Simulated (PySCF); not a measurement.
benzoquinone (C₆H₄O₂), SMILES C1=CC(=O)C=CC1=O. Atoms are numbered in the order given.

```xyz
12

O      0.0000     0.0000     2.6598
C      0.0000     0.0000     1.4457
C      0.0000    -1.2653     0.6710
C      0.0000    -1.2653    -0.6710
C      0.0000     0.0000    -1.4457
O      0.0000     0.0000    -2.6598
C      0.0000     1.2653    -0.6710
C      0.0000     1.2653     0.6710
H      0.0000    -2.1848     1.2620
H      0.0000    -2.1848    -1.2620
H      0.0000     2.1848    -1.2620
H      0.0000     2.1848     1.2620
```
Charge 0, spin multiplicity 1.

Geometry: PBE0-D3(BJ)/def2-SVP.

The numbers are results of PySCF with PBE/def2-TZVP, not measurements.

The molecule is in vacuum.

Computed frontier levels, gap, dipole moment:
| Property | Value |
|---|---|
| highest occupied level | -6.29 eV |
| lowest empty level | -4.51 eV |
| orbital gap | 1.78 eV |
| dipole moment | 0.000 e·Å |
| quadrupole, principal values (traceless, Buckingham form, about the centre of nuclear charge) | -19.58, 4.00, 15.58 D·Å |
